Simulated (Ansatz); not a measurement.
One change: `[OH][Hf]([OH])([OH])[I]` becomes `O=C=[N][Hf]([OH])([OH])[OH]`.

Ansatz, PBE0-D4/def2-TZVP geometries, multiplicity 1. Each molecule was computed in one conformer, which needn't be the lowest.

Elements past krypton have def2 core potentials.

| property | `[OH][Hf]([OH])([OH])[I]` |
| --- | --- |
| zero-point energy (PBE0-D4/def2-TZVP) / kJ/mol | 98.5 |
| ideal-gas entropy at 298 K and 1 bar (rigid rotor, harmonic PBE0-D4/def2-TZVP) / J/(mol·K) | 419 |
| HOMO–LUMO gap (PBE/def2-TZVPP) / eV | 5.18 |
| HOMO energy (PBE/def2-TZVPP) / eV | -6.12 |
| LUMO energy (PBE/def2-TZVPP) / eV | -0.94 |
| HOMO–LUMO gap (PBE0/def2-TZVPP) / eV | 7.03 |

Problem. What does the change do to each property? (Best estimate.)

Solution. Ansatz gave: 
```json
{"property": "zero-point energy (PBE0-D4/def2-TZVP) / kJ/mol", "`O=C=[N][Hf]([OH])([OH])[OH]`": "131.3", "shift": "32.8"}
{"property": "ideal-gas entropy at 298 K and 1 bar (rigid rotor, harmonic PBE0-D4/def2-TZVP) / J/(mol·K)", "`O=C=[N][Hf]([OH])([OH])[OH]`": "447", "shift": "28"}
{"property": "HOMO–LUMO gap (PBE/def2-TZVPP) / eV", "`O=C=[N][Hf]([OH])([OH])[OH]`": "5.84", "shift": "0.66"}
{"property": "HOMO energy (PBE/def2-TZVPP) / eV", "`O=C=[N][Hf]([OH])([OH])[OH]`": "-6.76", "shift": "-0.64"}
{"property": "LUMO energy (PBE/def2-TZVPP) / eV", "`O=C=[N][Hf]([OH])([OH])[OH]`": "-0.92", "shift": "0.02"}
{"property": "HOMO–LUMO gap (PBE0/def2-TZVPP) / eV", "`O=C=[N][Hf]([OH])([OH])[OH]`": "7.97", "shift": "0.94"}
```

The zero-point energy changes by 32.8 kJ/mol with +6 modes. Modes under 60 cm⁻¹, often nearly free rotors, make the harmonic entropy too high.

Spin–orbit coupling is left out; it splits and shifts lone-pair levels of the heavy atoms by tenths of an eV.
